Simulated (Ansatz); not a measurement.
This geometry of C3H11NOSi (17 atoms, charge 0, multiplicity 1) is a first-order saddle point.

Level of theory: RKS LDA/def2-SVP in Ansatz 0.2.0.

```xyz
17
Properties=species:S:1:pos:R:3
C -0.771 -1.343 0.629
C -0.095 -0.287 -0.223
C 1.409 -0.299 0.017
N -0.469 -0.525 -1.605
Si -0.787 1.436 0.245
O 0.447 2.524 0.543
H -0.566 -1.206 1.712
H -0.398 -2.357 0.344
H -1.871 -1.338 0.474
H 1.924 0.490 -0.573
H 1.832 -1.289 -0.278
H 1.672 -0.141 1.090
H -0.040 0.168 -2.235
H -0.127 -1.454 -1.907
H -1.540 2.033 -0.909
H -1.695 1.289 1.448
H 1.055 2.297 1.269
```

(1) Which two structures does it join? (They come from a converged band through this point; their orientation in space is the band's.)

(2) How far does it lie above each of them?

Results:

(1) No bond is made or broken. The dihedral N4–C2–Si5–H16 goes from 67 to -172°.

First end point:

```xyz
17
Properties=species:S:1:pos:R:3
C -0.555 -1.210 0.812
C -0.009 -0.271 -0.240
C 1.503 -0.356 -0.307
N -0.692 -0.536 -1.492
Si -0.617 1.485 0.106
O 0.198 2.251 1.353
H -0.145 -0.984 1.820
H -0.271 -2.265 0.573
H -1.665 -1.161 0.857
H 1.909 0.300 -1.110
H 1.831 -1.402 -0.521
H 1.971 -0.030 0.648
H -0.225 -0.060 -2.277
H -0.713 -1.546 -1.708
H -0.328 2.312 -1.118
H -2.098 1.418 0.389
H -0.112 2.053 2.253
```

Last end point:

```xyz
17
Properties=species:S:1:pos:R:3
C -0.756 -1.467 0.595
C -0.029 -0.335 -0.099
C 1.479 -0.484 0.049
N -0.476 -0.252 -1.475
Si -0.581 1.316 0.614
O 0.105 2.400 -0.463
H -0.514 -1.519 1.679
H -0.454 -2.445 0.146
H -1.855 -1.368 0.470
H 2.009 0.370 -0.430
H 1.816 -1.423 -0.452
H 1.801 -0.533 1.113
H -0.029 0.556 -1.937
H -0.209 -1.104 -1.996
H -2.086 1.433 0.643
H -0.049 1.527 2.016
H -0.191 3.326 -0.432
```

(2) 0.142 eV above the first and 0.166 eV above the second. This is the barrier of this one path; another mechanism may lie lower.

Run time: 80 s on 2 threads of Intel(R) Xeon(R) 6975P-C (Granite Rapids), with other jobs on the host, peak memory 0.21 GiB.
